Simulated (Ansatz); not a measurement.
# Relative stability

The two ends of one reaction step of CH$_{6}$GeN, doublet (PBE0-D4/def2-TZVP).

A:

```tsv
atom	x (Å)	y (Å)	z (Å)
C1	-0.8488	-0.2151	0.3001
N2	-0.4017	-1.2711	1.1101
Ge3	0.7798	0.7066	-0.4180
H4	-1.3653	0.5503	0.8874
H5	-1.4515	-0.4825	-0.5782
H6	-0.2534	-2.0889	0.5135
H7	0.3254	1.8616	-1.3297
H8	1.6159	1.2451	0.7484
H9	1.5996	-0.3061	-1.2336
```

B:

```xyz
9
angstrom
C -1.6375 -0.7743 0.5746
N -0.3968 -0.9771 0.4899
Ge 1.2648 1.2259 -0.7238
H -2.0385 0.1741 0.2125
H -2.3566 -1.4874 0.9907
H -0.1340 -1.8919 0.8569
H 1.6730 2.5713 -1.3838
H 1.9692 1.0949 0.6386
H 1.6564 0.0647 -1.6555
```

Program: Ansatz 0.2.0. Basis: def2-TZVPP. Cores are frozen in the correlated methods; orbitals are unrestricted. Filled d shells of the heavier atoms are correlated. The def2 sets are not built for correlating such inner shells, so the correlated values are less sure here. B3LYP uses VWN-RPA correlation.

Problem. Which structure is lower at CCSD(T), and by how much? (Judge from chemistry; the value comes from the calculation.)

Solution. By the calculation: A, by 8.45 kcal/mol (electronic energy, against the other). By their contacts, A is CH₆GeN ([NH][CH2][GeH3]) and B is a complex of CH₃N ([CH2][NH]) + GeH₃.

All methods give the same order:

| method | E(B) − E(A) (kcal/mol) |
| --- | --- |
| SPW92 | 13.42 |
| PBE-D4 | 9.56 |
| BLYP-D4 | 5.87 |
| r2SCAN-D4 | 12.28 |
| B97M-V | 10.79 |
| PBE0-D4 | 12.06 |
| B3LYP-D4 | 8.08 |
| r2SCAN0-D4 | 13.78 |
| BHLYP-D4 | 11.24 |
| CAM-B3LYP-D4 | 9.50 |
| wB97X-V | 11.95 |
| wB97M-V | 8.27 |
| B2PLYP | 7.75 |
| PBE-QIDH | 12.14 |
| RPA on PBE | 7.94 |
| HF | 10.59 |
| MP2 | 6.50 |
| CCSD | 9.12 |
| CCSD(T) | 8.45 |

T1 diagnostic: at most 0.016. ⟨S²⟩ of the unrestricted Hartree–Fock references: 0.76 to 0.77 (a pure state has 0.75).

Labels in which every atom is bracketed show which atoms are joined, not bond orders.

For scale, one of the runs: CCSD(T)/def2-TZVPP, 194 basis functions, launched by `ansatz run in.yaml --threads 8 --pin off --events-out ev --progress --plain --max-ram 19148MiB`. Hardware: 8 CPU threads of an Intel Xeon 6975P-C, shared host. Wall time 30 s; peak host memory 6.4 GiB.
